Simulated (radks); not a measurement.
Task: Species: I4+. Configuration: [Kr] 4d10 5p1 5d2 (not the ground configuration). All-electron calculation, Dirac Kohn-Sham, PBE, spin-unpolarised, spherical densities, finite nucleus; open shells fill j = l - 1/2 first; Fermi nuclear charge, rms radius 4.75 fm. Program: a radial shooting solver on a logarithmic mesh with Libxc functionals.

Spin-orbit splittings of the eigenvalues, e(l+1/2) - e(l-1/2), with zeta = 2 splitting/(2l+1) and mean radii in bohr:

| shell | occ. | splitting (eV) | zeta (eV) | <r> j=l-1/2 | <r> j=l+1/2 |
|---|---|---|---|---|---|
| 2p | 6 | ? | ? | 0.09846 | 0.1041 |
| 3p | 6 | 56.23 | 37.49 | 0.3040 | 0.3155 |
| 3d | 10 | 11.82 | 4.730 | 0.2864 | 0.2901 |
| 4p | 6 | 11.01 | 7.337 | 0.7704 | 0.7979 |
| 4d | 10 | 1.758 | 0.7034 | 0.8995 | 0.9099 |
| 4f | 0 | 0.08239 | 0.02354 | 1.687 | 1.696 |
| 5p | 1 | 1.734 | 1.156 | 1.945 | 2.005 |
| 5d | 2 | 0.2288 | 0.09151 | 2.551 | 2.570 |
| 6p | 0 | 0.5565 | 0.3710 | 3.865 | 3.953 |
| 6d | 0 | 0.08368 | 0.03347 | 4.926 | 4.952 |

Estimate the 2p splitting.

Result: 298.8 eV (zeta = 199.2 eV).
